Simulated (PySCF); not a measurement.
**GaO⁺ at UHF-MP2**

Level: UHF-MP2. PySCF, spin-free X2C with a Gaussian nucleus, basis sets Ga x2c-SVPall, O x2c-SVPall.

```
state                          : ³Σ⁻ (triplet), unpaired electrons π ↑↑
bond length                    : 5.372 bohr
harmonic wavenumber            : 120 cm⁻¹
force constant                 : 0.111 mdyn/Å
rotational constant Be         : 0.1607 cm⁻¹
anharmonicity ωexe             : 1.82 cm⁻¹
vibration–rotation constant αe : 0.00340 cm⁻¹
well depth De to Ga⁺ + O       : 6.1 kcal/mol
dissociation energy D0         : 5.9 kcal/mol
```

Correlated steps freeze 10 core orbitals. The bond is weak. Basis-set superposition, not corrected here, can be much of De in a small basis, most of all at correlated wavefunction levels. Spin–orbit coupling is left out. For an ion De counts to the pair picked by the measured ionisation energies or electron affinities, which need not be the lowest pair at this level. The state is the lowest determinant that a PBE0 search found; another state may lie lower at other levels.
